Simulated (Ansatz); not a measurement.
`[Br][Sb]([Br])[Br]` + H₂ → `[Br][SbH][Br]` + HBr at 500 K and 1 bar (hydrogenolysis of the Sb–Br bond).

Isolated molecules relaxed with PBE0-D4/def2-TZVP in Ansatz; ΔE leaves out vibrations. CCSD(T)/CBS is the MP2 limit (def2-TZVPP, def2-QZVPP) plus CCSD(T) − MP2 in def2-TZVPP, frozen cores. This one scheme is used for every species. Elements past krypton have def2 core potentials. For Br, Sb outer-core shells are correlated without core-valence functions, which leaves a few kJ/mol of doubt a bond. Scalar relativity is left out up to krypton.

| species | CCSD(T)/CBS energy (Eh) | H − E (kJ/mol) | S (J/(mol·K)) |
| --- | --- | --- | --- |
| `[Br][Sb]([Br])[Br]` | -7960.10025 | 42.2 | 416.5 |
| H₂ | -1.17544 | 41.0 | 145.5 |
| `[Br][SbH][Br]` | -5387.32462 | 51.5 | 373.0 |
| HBr | -2573.91920 | 30.5 | 213.7 |

H − E and S are ideal-gas, rigid-rotor, harmonic terms from PBE0-D4/def2-TZVP. The MP2-based limit puts H₂ 0.8 mEh under its directly extrapolated value; such offsets cancel only in part. 1 Eh = 2625.50 kJ/mol, R = 8.31446 J/(mol·K).

Q: By hand: ΔE, ΔH, ΔS and ΔG.

A: ΔE = (-5387.32462) + (-2573.91920) − (-7960.10025) − (-1.17544) = 0.03187 Eh = 83.7 kJ/mol. Δ(H − E) = 51.5 + 30.5 − 42.2 − 41.0 = -1.2, so ΔH = 82.5 kJ/mol. ΔS = 373.0 + 213.7 − 416.5 − 145.5 = 24.7 J/(mol·K). ΔG = 82.5 − 500 × (24.7)/1000 = 70.2 kJ/mol.

Q: By hand: the equilibrium constant, and the temperature at which ΔG would vanish if ΔH and ΔS stayed fixed.

A: log₁₀ K = −ΔG/(RT ln 10) = -7.3. ΔG = 0 at ΔH/ΔS = 3340 K, far beyond where these terms or the molecules hold.

ΔH outweighs TΔS. A doubt of 5 kJ/mol in ΔE shifts log₁₀ K by 0.5 here. These are equilibria of isolated gas molecules and say nothing of rates. Largest T1 diagnostic: 0.010 (customary marks: 0.02 for closed shells, 0.045 for open ones).
